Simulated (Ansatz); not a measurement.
`CC[O][Zn][Cl]` + HBr → `[Cl][Zn][Br]` + `CCO` at 500 K and 1 bar (ligand exchange at a Zn–O bond).

Isolated molecules relaxed with PBE0-D4/def2-TZVP in Ansatz; ΔE leaves out vibrations. CCSD(T)/CBS adds triple-zeta CCSD(T) − MP2 to the extrapolated MP2 energy (def2 sets, frozen cores). For Br, Zn outer-core shells are correlated without core-valence functions, which leaves a few kJ/mol of doubt a bond. Scalar relativity is left out up to krypton. Each species was taken in one conformer, which may not be the lowest.

```csv
species,CCSD(T)/CBS energy (Eh),H − E (kJ/mol),S (J/(mol·K))
`CC[O][Zn][Cl]`,-2392.51110,231.2,425.1
HBr,-2573.91920,30.5,213.7
`[Cl][Zn][Br]`,-4811.59312,32.1,324.9
`CCO`,-154.88256,240.4,310.3
```

H − E and S are ideal-gas, rigid-rotor, harmonic terms from PBE0-D4/def2-TZVP, for one conformer and one mirror image of each species. 1 Eh = 2625.50 kJ/mol, R = 8.31446 J/(mol·K).

Task: By hand: ΔE, ΔH, ΔS and ΔG.

Result: ΔE = (-4811.59312) + (-154.88256) − (-2392.51110) − (-2573.91920) = -0.04538 Eh = -119.1 kJ/mol. Δ(H − E) = 32.1 + 240.4 − 231.2 − 30.5 = 10.8, so ΔH = -108.3 kJ/mol. ΔS = 324.9 + 310.3 − 425.1 − 213.7 = -3.6 J/(mol·K). ΔG = -108.3 − 500 × (-3.6)/1000 = -106.5 kJ/mol.

Task: By hand: the equilibrium constant, and the temperature at which ΔG would vanish if ΔH and ΔS stayed fixed.

Result: log₁₀ K = −ΔG/(RT ln 10) = 11.1. ΔG = 0 at ΔH/ΔS = 30083 K, far beyond where these terms or the molecules hold.

The number of gas molecules stays the same, so ΔS is small and ΔH decides. A doubt of 5 kJ/mol in ΔE shifts log₁₀ K by 0.5 here. Other conformers and mirror images would add mixing entropy, several J/(mol·K) or more a flexible species. Modes under 60 cm⁻¹, often nearly free rotors, make the harmonic entropy too high. These are equilibria of isolated gas molecules and say nothing of rates. Largest T1 diagnostic: 0.015 (customary marks: 0.02 for closed shells, 0.045 for open ones).
